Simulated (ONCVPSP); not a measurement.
**Varying the ONCV potential for neodymium (Nd)**

Base potential:

```
Element                 : neodymium
Generator               : ONCVPSP 4.0.1
Type                    : optimised norm-conserving Vanderbilt (ONCV)
Functional              : BLYP
Relativity              : scalar-relativistic
Frozen core             : [Kr] 4d10
Valence charge          : 14
Reference configuration : 4f3.5 5s2 5p6 5d0.5 6s2
Partial waves           : 5s+6s: rc 2.25 bohr, ncon 4, nbas 9, qcut 5.7 1/bohr, 2 projectors; 5p: rc 1.65 bohr, ncon 3, nbas 7, qcut 4.3 1/bohr, 2 projectors, debl 3.3 Ha; 5d: rc 2.80 bohr, ncon 4, nbas 8, qcut 3.7 1/bohr, 2 projectors, debl 0.8 Ha; 4f: rc 0.85 bohr, ncon 5, nbas 8, qcut 11.8 1/bohr, 2 projectors, debl 2.5 Ha
Local potential         : polynomial inside 0.55 bohr (lpopt 5, dvloc0 6 Ha)
Core correction         : polynomial model core, fcfact 0.35
```

All-electron outer shells of the reference configuration (BLYP, scalar-relativistic, ld1.x):

```tsv
shell	level (eV)	outermost node (bohr)	outermost maximum (bohr)
4d	-119.40	0.29	0.62
5s	-41.80	0.72	1.31
5p	-23.10	0.77	1.48
4f	-3.92	–	0.66
6s	-3.55	1.75	3.64
5d	-2.25	0.88	2.18
```

Cutoffs, loose and tight: the cutoffs (Ha) at which the residual kinetic energy of the hardest occupied pseudo-wave falls to 1 and 0.1 mHa per electron. They do not see the model core or the augmentation charge, which bear on the density cutoff. Test errors are all-electron minus pseudo excitation energies from the reference, over the configurations 4f4 5s2 5p6 5d0 6s2; 4f4 5s2 5p6 5d0 6s1; 4f4 5s2 5p6 5d0 6s0; 4f4 5s2 5p5 5d0 6s2. A dash means not determined; rows that change the core or the reference have their own tests.

A true bound ghost makes a file unfit for plane-wave use even where its test errors are small: the radial tests pick states by their node count and pass the ghost by.

| change | outcome | cutoff, loose | cutoff, tight | bound ghosts | GHOST(+) flags above zero | largest test error (meV) |
| --- | --- | --- | --- | --- | --- | --- |
| base | generated | 365 Ha | 399 Ha | s, p | d, f | tests left out (the all-electron energies of this program are off by 10 to 40 meV for near-neutral 4f atoms) |
| s: qcut 3.9; p: qcut 2.9; d: qcut 2.5; f: qcut 8 | generated | 375 Ha | 413 Ha | s, p, d | d | tests left out (the all-electron energies of this program are off by 10 to 40 meV for near-neutral 4f atoms) |
| s: qcut 4.3; p: qcut 3.2; d: qcut 2.8; f: qcut 8.9 | generated | 375 Ha | 413 Ha | s, p, d | none | tests left out (the all-electron energies of this program are off by 10 to 40 meV for near-neutral 4f atoms) |
| s: qcut 5.2; p: qcut 3.9; d: qcut 3.4; f: qcut 10.7 | generated | 371 Ha | 405 Ha | s, p, d | f | tests left out (the all-electron energies of this program are off by 10 to 40 meV for near-neutral 4f atoms) |
| s: qcut 5.9; p: qcut 4.4; d: qcut 3.8; f: qcut 12.2 | generated | 362 Ha | 397 Ha | s, p | f | tests left out (the all-electron energies of this program are off by 10 to 40 meV for near-neutral 4f atoms) |
| s: qcut 6.8; p: qcut 5.1; d: qcut 4.4; f: qcut 14.1 | generated | 343 Ha | 384 Ha | s, p, d | f | tests left out (the all-electron energies of this program are off by 10 to 40 meV for near-neutral 4f atoms) |
| s: qcut 7.4; p: qcut 5.6; d: qcut 4.8; f: qcut 15.3 | generated | 323 Ha | 371 Ha | s, p, d | none | tests left out (the all-electron energies of this program are off by 10 to 40 meV for near-neutral 4f atoms) |

(1) What comes out with this change to the base: s: qcut 8.1; p: qcut 6.1; d: qcut 5.3; f: qcut 16.9?

Results:

(1) outcome: failed: ERROR pspot: first pseudo wave function has node, program will stop. Cause: the optimised pseudo-wave of the first projector has a node, so the radial equation cannot be inverted for a potential.
